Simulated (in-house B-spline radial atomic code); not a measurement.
Radial electron density of I⁷⁺, [Kr] 4d10. Computed with a B-spline radial code for spherical atoms: scalar-relativistic (X2C) B3LYP, spin-polarised, spherical fractional occupations, Fermi nucleus of rms radius 4.75 fm.

One-electron X2C: radii and densities carry no picture-change correction, so inner-shell <1/r> comes out high (for 1s by about 2 % at Z = 33, 5 % at 54, 10 % at 75, 30 % at 118) and <r> low.

Columns: r (bohr), 4πr²n(r) (electrons per bohr), bar.

```
0.000813    2.073 #
0.000986    2.811 #
 0.00119     3.77 ##
 0.00145     5.11 ###
 0.00175    6.793 ###
 0.00212    9.026 ####
 0.00257    11.92 ######
 0.00312    15.62 ########
 0.00378    20.19 ##########
 0.00458    25.74 #############
 0.00555    32.29 ################
 0.00672    39.66 ####################
 0.00815    47.61 ########################
 0.00987    55.43 ###########################
   0.012    62.47 ###############################
  0.0145    67.38 #################################
  0.0176    69.54 ##################################
  0.0213     68.5 ##################################
  0.0258    64.97 ################################
  0.0312    60.98 ##############################
  0.0379    59.47 #############################
  0.0459    63.14 ###############################
  0.0556    72.16 ####################################
  0.0673    82.85 #########################################
  0.0816    88.91 ############################################
  0.0989    85.35 ##########################################
    0.12    74.06 #####################################
   0.145    64.42 ################################
   0.176    64.42 ################################
   0.213    71.83 ####################################
   0.258    73.83 #####################################
   0.313    60.94 ##############################
   0.379    39.88 ####################
   0.459    25.76 #############
   0.557    24.64 ############
   0.675    28.07 ##############
   0.817    25.98 #############
    0.99    17.86 #########
     1.2    9.092 ####
    1.45    3.484 ##
    1.76   0.9415 
    2.13   0.1788 
    2.59   0.0202 
    3.13 0.001331
```

On this grid the curve has 4 maxima, near 0.0176, 0.0816, 0.258, 0.675 bohr.

The 4d up radial function P(r) = rR(r), positive near the nucleus:

```
r (bohr)         P
 0.00987  0.001926
  0.0145  0.005414
  0.0213   0.01478
  0.0312   0.03825
  0.0459   0.09335
  0.0673    0.2042
  0.0989    0.3864
   0.145    0.5831
   0.213    0.6074
   0.313    0.2154
   0.459    -0.539
   0.675    -1.119
    0.99    -1.028
    1.45   -0.5191
    2.13   -0.1287
    3.13  -0.01146
```
